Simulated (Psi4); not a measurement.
Noncovalent pair: HF (SMILES F) (first 2 atoms) with H2S (SMILES S); geometry from B3LYP-D3(BJ)/def2-TZVP, rigid monomers moved along the line of their centres of mass till H2···S3 is 2.58 Å.
(charge 0, multiplicity 1):
```tsv
atom	x (Å)	y (Å)	z (Å)
F	-0.3220	1.2299	0.1026
H	-0.0385	0.6519	0.7866
S	0.5102	-0.9190	2.7554
H	-0.0680	-0.1144	3.6630
H	-0.6087	-1.6448	2.5918
```

Calculation: SAPT0/jun-cc-pV(D+d)Z (Psi4).

Question: Give the four SAPT terms and the total, and say what mostly holds the pair together.

Answer: electrostatics -4.99, exchange 3.28, induction -1.82, dispersion -0.81, total -4.34 kcal/mol; the largest attraction is electrostatics.
